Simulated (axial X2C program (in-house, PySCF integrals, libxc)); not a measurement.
**What spin–orbit coupling does to ZrN**

All values were computed with an in-house all-electron X2C program for linear molecules (integrals from PySCF). Spin-free means the one-electron spin-free X2C Hamiltonian; two-component (2c) means X2C with spin–orbit coupling and atomic mean-field two-electron Coulomb and Gaunt terms, so the difference of the two also holds small scalar two-electron terms. Basis: Zr dyall-cv3z [11s12p9d6f3g], N dyall-av3z [7s7p3d2f] (cores contracted in-house); Gaussian nuclei, density fitting, unrestricted open shells. Masses: Zr 89.905 u, N 14.003 u.

Spin-free state: M_S = 1/2, Λ = 0 (beyond evenly filled blocks: σα); fragments Zr + N.

```tsv
level	Re (Å)	ωe (cm⁻¹)	De (eV)	μ (D)
PBE0	1.671	1075.8	6.196	-4.21
BHandHLYP	1.660	1105.2	5.020	-4.52
```

Dipoles are positive if N is the positive end.

Two-component determinant lowest at the distance of the search:

Ω = 1/2 (⟨Sz⟩ = 0.50, ⟨Lz⟩ = 0.00 at PBE0); fragments Zr + N.

```
    level  Re (Å)  ωe (cm⁻¹)  μ (D)
     PBE0   1.671     1076.0  -4.20
BHandHLYP   1.660     1105.5  -4.51
```

Q: From the two tables, how do the constants change at the PBE0 level (2c against spin-free)?

A: At the PBE0 level Re is unchanged within 0.001 Å and ωe is unchanged to within 0.2 cm⁻¹.

Occupations by symmetry block were frozen at the best pattern of an incomplete PBE0 search. Dissociation energies refer to the lowest single-determinant-based atoms at the same level and basis. De is not given where an atomic determinant may have missed its ground term or J level, or where the truncated virtual space spoils (T). Density functionals use the spin component along the axis (collinear). Without a current term, density functionals place determinants with orbital angular momentum somewhat too high.
